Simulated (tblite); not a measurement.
Species: C₄H₁₁N₂OP.
Numbering: `[NH:1]=[P:2]1([NH2:3])[CH2:4][CH2:5][O:6][CH2:7][CH2:8]1` (hydrogens: H9 on N1; H10, H11 on N3; H12, H13 on C4; H14, H15 on C5; H16, H17 on C7; H18, H19 on C8)

Geometry (GFN2-xTB, Å), atoms numbered from 1 in this order:
```xyz
19
C4H11N2OP angstrom
N      1.846    0.576   -1.208
P      0.848    0.588   -0.010
N      1.382    1.658    1.166
C     -0.914    1.107   -0.250
C     -1.659   -0.076   -0.867
O     -1.699   -1.204   -0.028
C     -0.446   -1.812    0.161
C      0.524   -0.951    0.970
H      1.630   -0.034   -1.981
H      1.464    2.582    0.752
H      2.310    1.375    1.466
H     -0.951    1.965   -0.925
H     -1.356    1.375    0.710
H     -2.706    0.181   -1.055
H     -1.185   -0.341   -1.828
H      0.008   -2.048   -0.817
H     -0.656   -2.751    0.682
H      0.089   -0.692    1.935
H      1.463   -1.488    1.122
```

Level: GFN2-xTB in tblite, geometry and Hessian alike; calculated harmonic values, unscaled, isolated species. Against measured fundamentals such values can be off by several per cent, at times by over 20. One conformer, not necessarily the lowest.

Harmonic wavenumbers (cm⁻¹): 107.9, 120.4, 150.7, 222.8, 238.8, 282.3, 299.5, 375.1, 388.6, 389.0, 418.1, 539.4, 645.1, 663.3, 755.7, 775.6, 828.0, 845.8, 862.3, 905.1, 921.2, 931.3, 969.7, 988.9, 1045.9, 1091.6, 1125.0, 1130.7, 1172.3, 1194.2, 1226.1, 1255.5, 1291.4, 1332.4, 1344.0, 1406.9, 1414.2, 1447.5, 1459.7, 1465.4, 2831.7, 2834.0, 2955.2, 2956.5, 2958.8, 2960.8, 2985.5, 2990.8, 3349.5, 3369.0, 3441.8.

A = 2845, B = 1414, C = 1283 MHz; mass 134.061 u (most abundant isotopes); point group Cs, symmetry number 1.

Zero-point energy?

Half the sum of the wavenumbers: 33830 cm⁻¹ = 96.73 kcal/mol.

Entropy at 298.15 K, 1 bar (ideal gas, RRHO, classical rotation)?

Translation 40.62, rotation 28.52, vibration 23.17: S = 92.3 cal/(mol K).

And Cp and H(298.15 K) − H(0)?

Cp = 37.82 cal/(mol K), of which vibrations give 29.87 (their classical limit is 51 R = 101.3); H(298.15 K) − H(0) = 6.46 kcal/mol without the zero-point energy, 4.09 from vibrations.

Which modes carry the vibrational entropy at 298.15 K?

107.9 cm⁻¹: 3.31; 120.4 cm⁻¹: 3.09; 150.7 cm⁻¹: 2.66; 222.8 cm⁻¹: 1.94; 238.8 cm⁻¹: 1.81; 282.3 cm⁻¹: 1.52 cal/(mol K); the other 45 give 8.84 together.

What must be added to the electronic energy to get the Gibbs energy at 298.15 K and 1 bar?

ZPE + [H(298.15 K) − H(0)] − T·S = 96.73 + 6.46 − 27.52 = 75.67 kcal/mol.

Blend soft modes into free rotors: weight 1/[1 + (100 cm⁻¹/ν̃)⁴] for the oscillator and the rest for a rotor with moment μB/(μ + B), μ = h/(8π²ν), B = 10⁻⁴⁴ kg m². What vibrational entropy results?

22.80 cal/(mol K) in place of 23.17, which changes −T·S at 298.15 K by +0.11 kcal/mol.

Hindered rotation and anharmonicity are outside this model. Other conformers, if any are populated, would add a mixing term that is left out.
